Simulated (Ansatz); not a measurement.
Geometry optimisation, Ansatz 0.2.0, UKS PBE/def2-SVP.

input.yaml

```yaml
crystal:
  periodic: [false, false, false]
  atoms:
    - { symbol: W, position_ang: [0.00402, 0.033174, -0.469877] }
    - { symbol: Cl, position_ang: [-0.45667, -0.035906, 3.092652] }
    - { symbol: O, position_ang: [1.700817, -0.09381, 0.311233] }
    - { symbol: H, position_ang: [2.01328, -1.029986, 0.391014] }
    - { symbol: F, position_ang: [-0.217637, 1.914981, -0.350882] }
    - { symbol: F, position_ang: [-1.472444, -0.146544, 0.670425] }
    - { symbol: F, position_ang: [0.142998, -1.881311, -0.509178] }
    - { symbol: F, position_ang: [0.192389, 0.165127, -2.305058] }
    - { symbol: F, position_ang: [0.460347, 0.122375, 4.379971] }
magnetization:
  spin_polarized: true
  initial_magnetization: 1
basis:
  gaussian: { orbitals: def2-SVP }
hamiltonian:
  xc: pbe
relax:
  f_tol: 0.03
  max_steps: 50
```

Run as:

```bash
$ ansatz run input.yaml --threads 4 --pin off --max-ram 5120MiB --backend cpu --events-out ev --progress --plain --runs-dir out
```

Q: Where does it end, and by what steps?

A: The run converged. The force dipped under the threshold on the way, but the program's further checks kept it going. After 10 steps the energy has fallen by 0.124 eV; F9 moved furthest, 0.45 Å.

| step | energy less start (eV) | largest force component (eV/Å) | accepted |
| --- | --- | --- | --- |
| 0 | 0.0000 | 2.214 | yes |
| 1 | -0.0934 | 0.830 | yes |
| 2 | -0.1106 | 0.233 | yes |
| 3 | -0.1122 | 0.288 | yes |
| 4 | -0.1189 | 0.081 | yes |
| 5 | -0.0395 | 1.309 | no |
| 6 | -0.1222 | 0.039 | yes |
| 7 | -0.1224 | 0.099 | yes |
| 8 | -0.1232 | 0.027 | yes |
| 9 | -0.1239 | 0.013 | yes |
| 10 | -0.1243 | 0.027 | yes |

```xyz
9
Properties=species:S:1:pos:R:3
W 0.029 0.038 -0.549
Cl -0.483 0.017 3.281
O 1.756 -0.095 0.159
H 2.061 -1.033 0.248
F -0.205 1.921 -0.474
F -1.306 -0.113 0.756
F 0.159 -1.876 -0.590
F 0.088 0.117 -2.399
F 0.269 0.073 4.780
```

Whether the end is a true minimum wasn't checked by a vibrational analysis.

The run took 33 s on 4 threads of Intel(R) Xeon(R) CPU @ 2.60GHz (Ice Lake), on a shared host, peak memory 0.29 GiB.
